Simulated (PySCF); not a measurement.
Cd(H)(OH) (CdH₂O), SMILES [OH][CdH]. Atoms are numbered in the order given.

```xyz
4

Cd    -0.0036    -0.2845     0.0000
H      0.0014    -1.9252     0.0000
O      0.1127     1.6808     0.0000
H     -0.7311     2.1361     0.0000
```

The structure is a stationary point at PBE0-D3(BJ)/def2-TZVP. The def2 effective core potentials stand for the cores of Cd; spin–orbit coupling is left out.

Level of theory: PBE0/def2-TZVPD (PySCF).

Symmetry labels are those of the subgroup Cs that the program uses (full group Cs).

Computed valence orbital energies around the gap with their symmetry:
```
orbital  symmetry  energy (eV)
-------  --------  -----------
HOMO−7         A'       -15.10
HOMO−6         A"       -15.04
HOMO−5         A'       -15.04
HOMO−4         A"       -15.02
HOMO−3         A'       -11.72
HOMO−2         A'        -9.25
HOMO−1         A'        -8.38
HOMO           A"        -7.88
LUMO           A'        -0.71
LUMO+1         A'        -0.41
LUMO+2         A"        -0.34
LUMO+3         A'         1.52
```
